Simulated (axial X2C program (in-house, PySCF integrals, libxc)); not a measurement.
# Which molecule has these constants?

Computed with an in-house relativistic program for diatomic molecules, spin-free (one-electron X2C) or two-component (2c: spin–orbit coupling with atomic mean-field Coulomb and Gaunt terms, which also bring small scalar terms), in Dyall basis sets with cores contracted in-house; open shells are unrestricted.

A two-component PBE0 calculation in a Dyall 3-zeta basis gave Re = 2.776 Å, ωe = 172.7 cm⁻¹, dipole magnitude 3.44 D, Ω = 0.

**Question.** Which molecule is it?
A. InBr
B. InF
C. InCl
D. InI

**Answer.** D. The others have InBr 2.561 Å and 218.2 cm⁻¹ (Ω = 0); InF 1.995 Å and 524.4 cm⁻¹ (Ω = 0); InCl 2.418 Å and 309.8 cm⁻¹ (Ω = 0).

Each entry is the lowest single determinant of a limited PBE0 search at one distance. De goes to single-determinant-based atoms at the same level (for ions the charge split of lowest energy) and is withheld (n/a) where an atom does not fit its ground term or J level. Main or longest-lived isotopes. The functionals have no current term, which raises determinants with orbital currents.
